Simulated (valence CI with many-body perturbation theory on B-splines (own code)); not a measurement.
Level structure of Ba14+

Method: configuration interaction combined with many-body perturbation theory (CI+MBPT): six valence electrons over a frozen Dirac-Fock core [Kr], radial functions for each j: 7 s, 7 p, 8 d, 6 f, 4 g, 1 h, with the one-electron correlation potential Σ1 (screened to all orders), the two-electron term Σ2, the three-electron term Σ3, Breit, model QED; selected single and double excitations, second order for the rest, scaled by the run's own slope (own B-spline code, finite nucleus).

No measured spectrum was set against this ion. As an estimate, terms of the open shell hold to 2 to 4 % of their energy, and close levels can change places. Core correlation moves these levels by up to 9500 cm⁻¹, and in measured spectra 5 to 20 % of such shifts remained as error; rates that hang on mixing are uncertain with them. Among the levels kept, up to 1000 cm⁻¹ of a level comes from second order outside the variational space, and about a tenth of that is noise between levels of different J, which matters for small intervals. The list stops below the first excitations out of the core. Only levels of the ground parity were solved; by the run's estimate the other parity begins above the list, which can be wrong where configurations are misplaced.

Levels 1 to 34 of 34, with energies above the lowest level, 4d⁶ ⁵D_4. "Leading %" is the weight of the configuration and term that name the level; weights of strongly mixed levels are sums over their largest components and can fall short. In the jj column 3d3/2^4 stands for four electrons in 3d with j = 3/2. Lifetimes count E1, E2, E3, M1 and M2 decay at the calculated energies, and are blank where another channel may lead or the interval is too uncertain; long ones can be off by a factor of two.

```tsv
No.	Configuration	Term	J	E (cm⁻¹)	Leading %	Leading jj	Lifetime	g
1	4d⁶	⁵D	4	0.0	80	4d3/2^4 4d5/2^2 (57 %)		1.443
2	4d⁶	⁵D	2	12048	58	4d3/2^4 4d5/2^2 (60 %)	1760 s	1.442
3	4d⁶	⁵D	3	13968	90	4d3/2^3 4d5/2^3 (75 %)	11.8 ms	1.469
4	4d⁶	⁵D	1	19806	80	4d3/2^3 4d5/2^3 (75 %)	33.1 ms	1.463
5	4d⁶	⁵D	0	20332	75	4d3/2^2 4d5/2^4 (45 %)	53.5 s	
6	4d⁶	³H	4	32114	26	4d3/2^3 4d5/2^3 (56 %)	4.08 ms	1.057
7	4d⁶	³H	6	39501	82	4d3/2^3 4d5/2^3 (92 %)		1.137
8	4d⁶	³H	5	40094	50	4d3/2^3 4d5/2^3 (97 %)	34.8 ms	1.115
9	4d⁶	⁵D	2	43280	39	4d3/2^2 4d5/2^4 (60 %)	1.58 ms	1.357
10	4d⁶	³F	3	48008	48	4d3/2^3 4d5/2^3 (80 %)	3.61 ms	0.995
11	4d⁶	³F	2	49300	67	4d3/2^3 4d5/2^3 (76 %)	3.97 ms	0.870
12	4d⁶	³H	4	57583	55	4d3/2^2 4d5/2^4 (83 %)	2.19 ms	0.998
13	4d⁶	¹S	0	59587	58	4d3/2^2 4d5/2^4 (43 %)	1.28 ms	
14	4d⁶	³D	1	60384	68	4d3/2^3 4d5/2^3 (68 %)	2.95 ms	0.812
15	4d⁶	³G	4	63127	58	4d3/2^3 4d5/2^3 (49 %)	5.32 ms	1.085
16	4d⁶	³G	5	63622	49	4d3/2^2 4d5/2^4 (97 %)	4.16 ms	1.116
17	4d⁶	³D	2	63973	64	4d3/2^3 4d5/2^3 (47 %)	5.93 ms	1.175
18	4d⁶	³D	3	67163	67	4d3/2^2 4d5/2^4 (45 %)	2.06 ms	1.274
19	4d⁶	³G	3	70088	55	4d3/2^2 4d5/2^4 (90 %)	3.44 ms	0.918
20	4d⁶	¹I	6	71267	82	4d3/2^2 4d5/2^4 (92 %)	4.90 ms	1.027
21	4d⁶	³P	0	72893	95	4d3/2^4 4d5/2^2 (46 %)	4.81 ms	
22	4d⁶	³P	1	77443	69	4d3/2^2 4d5/2^4 (54 %)	1.55 ms	1.247
23	4d⁶	¹F	3	78759	62	4d3/2^3 4d5/2^3 (88 %)	4.99 ms	1.020
24	4d⁶	¹G	4	85026	66	4d3/2^2 4d5/2^4 (52 %)	2.17 ms	1.030
25	4d⁶	¹D	2	86565	56	4d3/2^2 4d5/2^4 (60 %)	1.85 ms	1.046
26	4d⁶	³P	1	94643	90	4d3/2^3 4d5/2^3 (53 %)	741 μs	1.474
27	4d⁶	³F	4	103230	79	4d3/2^2 4d5/2^4 (57 %)	1.17 ms	1.202
28	4d⁶	³F	2	104240	88	4d3/2^2 4d5/2^4 (81 %)	1.30 ms	0.724
29	4d⁶	³P	0	115430	56	4d5/2^6 (79 %)	528 μs	
30	4d⁶	³P	2	117480	72	4d3/2 4d5/2^5 (66 %)	973 μs	1.377
31	4d⁶	³F	3	118200	57	4d3/2 4d5/2^5 (79 %)	1.08 ms	1.068
32	4d⁶	¹G	4	119210	80	4d3/2^2 4d5/2^4 (51 %)	972 μs	1.028
33	4d⁶	¹D	2	144050	94	4d3/2^2 4d5/2^4 (80 %)	1.21 ms	1.001
34	4d⁶	¹S	0	185000	93	4d3/2^2 4d5/2^4 (76 %)	422 μs
```

Names give the largest LS component (configuration and term), which can be under half, so a name can repeat, a term be missing and a line seem to break the LS rules; names also repeat where a configuration has a term twice.

Where two levels of one J and parity lie close, their mixing, g and order are uncertain.

The ionisation energy to 4d⁵ ⁶S5/2 of the next ion comes out as 355.75 eV (NIST: 354 ± 3 eV (theoretical)). All 34 levels together are meant to be complete up to 544790 cm⁻¹.
